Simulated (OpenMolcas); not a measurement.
3d ions of charge +4 along the row

```yaml
Program: OpenMolcas 26.06
Method: CASSCF
Basis: ANO-R3
Scalar_Hamiltonian: X2C, finite nucleus
Spin-orbit_coupling: state interaction with AMFI integrals over the reference wave functions, term energies averaged over their components
```

Active space: the 3d shell.

B and C come from two terms' centres of gravity (d2, d8: 3P = 15B, 1G = 12B + 2C; d3, d7: 4P = 15B, 2G = 4B + 3C; d4, d6: 3G = 9B + 4C, 3H = 4B + 4C; d5: 4D = 17B + 5C, 4G = 10B + 5C, above the ground term), where all their levels are at least 80 % pure. ζ = ±2S·A comes from the whole width of the ground multiplet by E(J) = (A/2) J(J+1), where its levels are at least 85 % pure. Energies in cm-1.

| Ion | Configuration | Lowest level | Weight (%) | B | B measured | C | C measured | ζ | ζ measured |
| --- | --- | --- | --- | --- | --- | --- | --- | --- | --- |
| Cr4+ | 3d2 | 3F2 | 100 | 1268 | 1013 | 4701 | 4600 | 324 | 326 |
| Mn4+ | 3d3 | 4F 3/2 | 100 | 1334 | 1065 | 5034 | 4365 | 422 | 403 |
| Fe4+ | 3d4 | 5D0 | 100 | 1428 | 982 | 5271 | 5137 | 546 | 513 |
| Co4+ | 3d5 | 6S 5/2 | 100 | 1483 |  | 5534 |  |  |  |
| Ni4+ | 3d6 | 5D4 | 100 | 1598 | 1271 | 5676 | 5383 | 805 | 823 |
| Cu4+ | 3d7 | 4F 9/2 | 100 | 1586 | 1302 | 5983 | 5496 | 986 | 1008 |

Measured columns use the levels in Sugar and Corliss, J. Phys. Chem. Ref. Data 6, 317 (1977) (Cr4+); Corliss and Sugar, J. Phys. Chem. Ref. Data 6, 1253 (1977) (Mn4+); Corliss and Sugar, J. Phys. Chem. Ref. Data 11, 135 (1982) (Fe4+); Corliss and Sugar, J. Phys. Chem. Ref. Data 10, 197 (1981) (Ni4+); Sugar and Musgrove, J. Phys. Chem. Ref. Data 19, 527 (1990) (Cu4+).

The computed B goes from 1268 (Cr4+) to 1586 cm-1 (Cu4+), a factor of 1.25, though not at every step. It departs from the measured column by +22 to +45 %. The Trees term is left out, which lowers the B read from the levels of every ion, most for d4 to d6. The pair of terms that fixes B changes along the row, so steps between ions also reflect that choice.

The computed ζ goes from 324 (Cr4+) to 986 cm-1 (Cu4+), a factor of 3.04, rising at every step. It departs from the measured column by -2 to +6 %.

Without dynamic correlation excited terms often stand tens of per cent too high (terms of higher spin than the ground term too low), and those without a measured partner can miss by more than the paired ones. Some levels mix across a computed gap that differs much from the measured one, so their mixing is not that of the real levels (holds for Mn4+; Co4+). Computed and measured levels are paired by configuration, term and J; levels that our copy of the source lacks, or whose pairing is in doubt (as where it misses far off the trend of its configuration), stay unpaired and out of the deviations. Levels of configurations outside the active space are missing.
